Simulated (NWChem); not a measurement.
# HfF4; SMILES [F][Hf]([F])([F])[F]

```xyz
5

Hf     0.0000     0.0000     0.0000
F     -1.5284    -0.9487    -0.6236
F     -0.4450     0.9438     1.5925
F      0.5672     1.2359    -1.3326
F      1.4062    -1.2309     0.3636
```
Atoms are numbered in this order, from 1.

Computed with NWChem. The geometry was optimised at PBE0/def2-SVP. No frequency run checked for a minimum. def2 effective core potentials on Hf; no spin-orbit coupling.

Task: Predict the results for B3LYP/def2-TZVPP. Quantities: highest occupied level (eV); orbital gap (eV).

Result: 
* **highest occupied level (eV)**: -11.86
* **orbital gap (eV)**: 10.56
